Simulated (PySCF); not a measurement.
Gas-phase reaction: 3 GeO₂ + N₂O = 3 GeO + 2 NO₂

Computed with PySCF and rigid-rotor harmonic-oscillator thermochemistry at 1 bar. † marks an energy on the PBE0/def2-TZVP geometry and frequencies; other levels use their own. MP2 freezes the core. 6-31G* has spherical d functions here. Open shells (unrestricted): NO₂ (multiplicity 2); the rest are closed-shell singlets. Ge: all electrons, no relativistic terms. GeO₂: computed as isolated molecules; such fragments, hydroxides, amides, oligomers or adducts are transient or little studied in the gas. MP2 isn't extrapolated to the basis-set limit; its ΔH°(298 K) is 118.5 kJ in def2-SVP and 238.7 kJ in def2-TZVPP. The harmonic model lacks anharmonicity and excited electronic states, which grow with temperature; levels with a mode under 35 cm⁻¹ are left out.

```json
[
 {"level": "HF/6-31G*", "ΔE electronic, kJ": "-65", "ΔH°(298 K), kJ": "-69", "ΔS°(298 K), J/K": "197", "ΔG°(1800 K), kJ": "-387"},
 {"level": "M06-2X/def2-TZVP†", "ΔE electronic, kJ": "179", "ΔH°(298 K), kJ": "174", "ΔS°(298 K), J/K": "198", "ΔG°(1800 K), kJ": "-147"},
 {"level": "MP2/def2-TZVPP†", "ΔE electronic, kJ": "245", "ΔH°(298 K), kJ": "239", "ΔS°(298 K), J/K": "198", "ΔG°(1800 K), kJ": "-82"},
 {"level": "PBE/def2-TZVP†", "ΔE electronic, kJ": "108", "ΔH°(298 K), kJ": "102", "ΔS°(298 K), J/K": "198", "ΔG°(1800 K), kJ": "-219"},
 {"level": "PBE0/def2-SVP†", "ΔE electronic, kJ": "10", "ΔH°(298 K), kJ": "4", "ΔS°(298 K), J/K": "198", "ΔG°(1800 K), kJ": "-317"},
 {"level": "PBE0/def2-TZVP", "ΔE electronic, kJ": "98", "ΔH°(298 K), kJ": "92", "ΔS°(298 K), J/K": "198", "ΔG°(1800 K), kJ": "-229"},
 {"level": "r2SCAN/def2-TZVP†", "ΔE electronic, kJ": "130", "ΔH°(298 K), kJ": "124", "ΔS°(298 K), J/K": "198", "ΔG°(1800 K), kJ": "-197"},
 {"level": "LDA/def2-TZVP†", "ΔE electronic, kJ": "138", "ΔH°(298 K), kJ": "132", "ΔS°(298 K), J/K": "198", "ΔG°(1800 K), kJ": "-189"},
 {"level": "ωB97X-V/def2-TZVP†", "ΔE electronic, kJ": "101", "ΔH°(298 K), kJ": "95", "ΔS°(298 K), J/K": "198", "ΔG°(1800 K), kJ": "-226"}
]
```
ΔH° is lowest at HF/6-31G* and highest at MP2/def2-TZVPP†. No reference value is set beside these.
